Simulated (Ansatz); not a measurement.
Relaxation of C3H10SiSn (15 atoms, charge 0, multiplicity 1), to a largest force component of 0.015 eV/Å in at most 40 steps.

All numbers below come from RKS BLYP-D4/def2-SVP (Ansatz).

```xyz
15
Properties=species:S:1:pos:R:3:forces:R:3
C -0.481 -1.369 1.300 -3.16 2.15 -1.80
C 0.347 -0.959 0.352 0.59 -0.18 -0.05
C 1.757 -1.358 0.440 1.68 -2.15 -0.32
Sn -0.227 0.235 -1.293 -1.38 -0.37 -0.84
Si -1.264 2.364 -0.428 -0.36 0.43 -0.10
H -0.220 -1.910 2.136 0.85 -1.66 2.29
H -1.542 -1.023 1.214 0.30 -0.42 0.39
H 2.377 -0.991 -0.395 0.20 -0.05 -0.11
H 1.845 -2.533 0.439 0.04 1.63 -0.04
H 2.240 -1.014 1.366 0.15 0.10 0.34
H -1.540 -0.648 -2.158 0.56 0.31 0.17
H 1.075 0.582 -2.322 0.43 -0.04 -0.32
H -1.790 3.219 -1.549 0.03 0.03 0.06
H -0.256 3.114 0.351 0.27 0.30 0.18
H -2.392 2.050 0.491 -0.21 -0.08 0.13
```

Problem. Where does it end, and by what steps?

Solution. The run ended unconverged. After 39 steps the energy has fallen by 0.580 eV; H7 moved furthest, 1.60 Å.

```
step  energy less start (eV)  largest force component (eV/Å)  accepted
   0                  0.0000                           3.158       yes
   2                 -0.3987                           0.807       yes
   4                 -0.4585                           0.353       yes
   6                 -0.4686                           0.244       yes
   8                 -0.4779                           0.253       yes
  10                 -0.5065                           0.382       yes
  12                 -0.5332                           0.344       yes
  14                 -0.5551                           0.199       yes
  16                 -0.5592                           0.087       yes
  18                 -0.5631                           0.089       yes
  20                 -0.5668                           0.138       yes
  22                 -0.5713                           0.153       yes
  24                 -0.5741                           0.139       yes
  26                 -0.5767                           0.104       yes
  28                 -0.5778                           0.060       yes
  30                 -0.5778                           0.056        no
  32                 -0.5769                           0.071        no
  34                 -0.5791                           0.033       yes
  36                 -0.5794                           0.018       yes
  38                 -0.5796                           0.020       yes
  39                 -0.5796                           0.025       yes
```

```xyz
15
Properties=species:S:1:pos:R:3
C -0.018 -0.584 1.662
C 0.550 -0.836 0.465
C 1.551 -1.948 0.244
Sn 0.014 0.409 -1.257
Si -1.727 2.204 -0.528
H 0.228 -1.193 2.553
H -0.748 0.225 1.822
H 2.522 -1.551 -0.124
H 1.199 -2.665 -0.529
H 1.746 -2.518 1.177
H -0.618 -0.617 -2.516
H 1.461 1.144 -1.892
H -2.168 3.028 -1.704
H -1.129 3.120 0.501
H -2.934 1.541 0.072
```

Run time: 61 s on 2 threads of AMD EPYC 9R45 96-Core Processor (Zen 5), on a shared host, peak memory 0.2 GiB.
